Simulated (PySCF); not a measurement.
Isomers of C5H8ClFO2, mass 154.020 u with the commonest isotopes. Method used: PBE0/pcSseg-1 in PySCF (dipole) on a GFN2-xTB geometry, gas phase. One conformer each, none proved a minimum here; rigid rotors.

Question: Order these by out-of-plane moment Σ m c² = (Ia + Ib − Ic)/2, largest first.
A. `[CH3:1][O:2][CH2:3][C@:4]([CH3:5])([F:6])[C:7](=[O:8])[Cl:9]` with C1–O2–C3–C4 -179°, O2–C3–C4–C5 -166°, C3–C4–C7–O8 -71°
B. `[CH3:1][O:2][C@@H:3]([CH3:4])[C@H:5]([F:6])[C:7](=[O:8])[Cl:9]` with C1–O2–C3–C4 159°, O2–C3–C5–F6 79°, C3–C5–C7–O8 -74°
C. `[CH2:1]=[C:2]([O:3][CH2:4][O:5][CH3:6])[C@H:7]([F:8])[Cl:9]` with C1–C2–O3–C4 6°, C2–O3–C4–O5 175°, O3–C4–O5–C6 -68°, C1–C2–C7–F8 24°

Answer: A (111.60 u·Å²), B (105.78 u·Å²), C (38.68 u·Å²).

Question: Order these by rotational constant A, largest first.
A. `[CH3:1][O:2][C@@H:3]([CH3:4])[C@H:5]([F:6])[C:7](=[O:8])[Cl:9]` with C1–O2–C3–C4 159°, O2–C3–C5–F6 79°, C3–C5–C7–O8 -74°
B. `[CH3:1][O:2][CH2:3][C@:4]([CH3:5])([F:6])[C:7](=[O:8])[Cl:9]` with C1–O2–C3–C4 -179°, O2–C3–C4–C5 -166°, C3–C4–C7–O8 -71°
C. `[CH2:1]=[C:2]([O:3][CH2:4][O:5][CH3:6])[C@H:7]([F:8])[Cl:9]` with C1–C2–O3–C4 6°, C2–O3–C4–O5 175°, O3–C4–O5–C6 -68°, C1–C2–C7–F8 24°

Answer: C (2281 MHz), A (1701 MHz), B (1583 MHz).

Question: Order these by dipole moment, smallest first.
A. `[CH3:1][O:2][CH2:3][C@:4]([CH3:5])([F:6])[C:7](=[O:8])[Cl:9]` with C1–O2–C3–C4 -179°, O2–C3–C4–C5 -166°, C3–C4–C7–O8 -71°
B. `[CH2:1]=[C:2]([O:3][CH2:4][O:5][CH3:6])[C@H:7]([F:8])[Cl:9]` with C1–C2–O3–C4 6°, C2–O3–C4–O5 175°, O3–C4–O5–C6 -68°, C1–C2–C7–F8 24°
C. `[CH3:1][O:2][C@@H:3]([CH3:4])[C@H:5]([F:6])[C:7](=[O:8])[Cl:9]` with C1–O2–C3–C4 159°, O2–C3–C5–F6 79°, C3–C5–C7–O8 -74°

Answer: B (1.90 D), C (2.82 D), A (3.60 D).

```
                    SMILES  point group  Ia (u·Å²)  Ib (u·Å²)  Ic (u·Å²)      κ  μa (D)  μb (D)  μc (D)
CO[C@@H](C)[C@H](F)C(=O)Cl           C1     297.17     434.87     520.47  -0.48    2.25    0.67    1.57
       C=C(OCOC)[C@H](F)Cl           C1     221.55     685.10     829.28  -0.85    1.74    0.32    0.69
      COC[C@](C)(F)C(=O)Cl           C1     319.27     447.72     543.78  -0.39    2.82    2.22    0.11
```
